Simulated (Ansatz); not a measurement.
`C[SiH2][Zn][F]` + HCl → `[F][Zn][Cl]` + `C[SiH3]` at 298.15 K and 1 bar (cleavage of the Zn–Si bond).

Calculated with Ansatz (gas phase, PBE0-D4/def2-TZVP geometries, no zero-point term in ΔE). CCSD(T)/CBS adds triple-zeta CCSD(T) − MP2 to the extrapolated MP2 energy (def2 sets, frozen cores). This one scheme is used for every species. For Zn outer-core shells are correlated without core-valence functions, which leaves a few kJ/mol of doubt a bond. Scalar relativity is left out up to krypton. One conformer a species, not always the lowest.

```csv
species,CCSD(T)/CBS energy (Eh),H − E (kJ/mol),S (J/(mol·K))
`C[SiH2][Zn][F]`,-2208.36076,167.4,349.1
HCl,-460.38127,26.6,186.8
`[F][Zn][Cl]`,-2338.03728,21.5,270.7
`C[SiH3]`,-330.73916,173.3,255.5
```

H − E and S are ideal-gas, rigid-rotor, harmonic terms from PBE0-D4/def2-TZVP, for one conformer and one mirror image of each species. 1 Eh = 2625.50 kJ/mol, R = 8.31446 J/(mol·K).

Question: By hand: ΔE, ΔH, ΔS and ΔG.

Answer: ΔE = (-2338.03728) + (-330.73916) − (-2208.36076) − (-460.38127) = -0.03441 Eh = -90.3 kJ/mol. Δ(H − E) = 21.5 + 173.3 − 167.4 − 26.6 = 0.8, so ΔH = -89.5 kJ/mol. ΔS = 270.7 + 255.5 − 349.1 − 186.8 = -9.7 J/(mol·K). ΔG = -89.5 − 298.15 × (-9.7)/1000 = -86.6 kJ/mol.

Question: By hand: the equilibrium constant, and the temperature at which ΔG would vanish if ΔH and ΔS stayed fixed.

Answer: log₁₀ K = −ΔG/(RT ln 10) = 15.2. ΔG = 0 at ΔH/ΔS = 9227 K, far beyond where these terms or the molecules hold.

The number of gas molecules stays the same, so ΔS is small and ΔH decides. A doubt of 5 kJ/mol in ΔE shifts log₁₀ K by 0.9 here. Other conformers and mirror images would add mixing entropy, several J/(mol·K) or more a flexible species. These are equilibria of isolated gas molecules and say nothing of rates. Largest T1 diagnostic: 0.016 (customary marks: 0.02 for closed shells, 0.045 for open ones).
